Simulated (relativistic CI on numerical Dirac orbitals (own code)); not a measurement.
# Hg⁴⁺: O2,3 absorption edge

Computed with this model: Dirac-Coulomb-Breit CI, separate exchange-only KLI orbitals for each configuration, a model potential for QED, valence Slater integrals scaled by 0.7, multiplet model of core-to-valence dipole absorption; configurations [Xe] 4f14 5d8 → [Kr] 4d10 4f14 5s2 5p5 5d9; 10 K; Lorentzian 0.6 eV and Gaussian 0.3 eV FWHM. Energies are those of the free ion, without screening or charge transfer. The branching ratio is the share of the lower-energy edge in the whole absorption, uncertain by about 0.02 where the edges overlap. S is read from ⟨S²⟩ = S(S + 1).

Field parameters in Wybourne normalisation: Oh B⁴₀ = 21Dq, B⁴₄ = √(5/14) B⁴₀. The field is a parameter set, without covalency.

free ion: ground-state S = 0.96, centroid 62.06 eV. Peaks (eV, height): 59.4 (58), 62.1 (100), 65.3 (36).

Oh, 10Dq = 8500 cm⁻¹: ground-state S = 0.97, centroid 62.99 eV. Peaks (eV, height): 60.1 (100), 62.3 (92), 66.2 (33), 82.1 (6).

Oh, 10Dq = 19200 cm⁻¹: ground-state S = 0.98, centroid 64.66 eV. Peaks (eV, height): 61.3 (100), 62.7 (73), 64.0 (43), 65.4 (26), 66.4 (15), 67.7 (18), 81.1 (14), 82.8 (14).

Oh, 10Dq = 29850 cm⁻¹: ground-state S = 0.99, centroid 66.09 eV. Peaks (eV, height): 62.6 (100), 63.3 (79), 66.1 (31), 68.0 (7), 69.5 (11), 81.7 (21), 83.6 (19).

Oh, 10Dq = 40550 cm⁻¹: ground-state S = 0.99, centroid 67.32 eV. Peaks (eV, height): 63.7 (100), 67.0 (33), 71.4 (6), 82.4 (21), 84.4 (19).

Strongest unbroadened transitions for Oh, 10Dq = 8500 cm⁻¹:

| Energy (eV) | Relative strength |
| --- | --- |
| 59.93 | 31.0 |
| 60.01 | 34.7 |
| 60.23 | 97.6 |
| 60.98 | 4.6 |
| 62.23 | 100.0 |
| 62.73 | 89.4 |
| 63.17 | 10.5 |
| 64.27 | 1.8 |
| 64.28 | 3.7 |
| 65.48 | 18.1 |
| 66.12 | 33.7 |
| 66.39 | 1.4 |
| 66.42 | 15.5 |
| 80.51 | 4.5 |
| 80.67 | 2.4 |
| 82.05 | 7.9 |
| 82.55 | 2.4 |
| 82.76 | 0.7 |
